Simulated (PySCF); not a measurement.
A GIAO shielding run with PySCF 2.14 (density fitting, non-relativistic, gas phase) on `N[SiH2][Si@@H](O)[SiH2][SiH3]`, H₁₁NOSi₄:

```
$ OMP_NUM_THREADS=1 python probes_run.py task.json out

{"job": {"kind": "nmr", "xc": "PBE0", "basis": "pcSseg-1"}, "charge": 0, "multiplicity": 1}
N      3.009287     0.044886    -0.927816
Si     2.569767    -0.395478     0.685443
Si     0.296217    -0.725584     0.541660
O     -0.095061    -0.834076     2.133412
Si    -1.087990     0.828589    -0.501370
Si    -3.367282     0.603921    -0.133227
H      3.954936     0.343044    -1.102078
H      2.696440    -0.524382    -1.697067
H      3.351002    -1.535809     1.217080
H      3.005034     0.763513     1.475358
H     -0.047868    -2.046472    -0.053160
H     -0.967151    -1.072410     2.434148
H     -0.835060     0.797732    -1.954015
H     -0.698896     2.203164    -0.129438
H     -3.994518    -0.392321    -1.008400
H     -4.167275     1.823225    -0.278242
H     -3.628579     0.130487     1.236188
```

Hardware: 1 thread of an Arm Neoverse N1, shared host. The job also computes population analyses, field gradients.

Q: How large is the calculation?

A: 82 electrons, 185 basis functions and 1055 auxiliary functions.

Q: How long does it take, and how much memory does it need?

A: 50 s of wall time, with 13 SCF cycles and 4 response iterations; peak memory 0.83 GiB. Times on a shared host scatter by some tens of per cent.
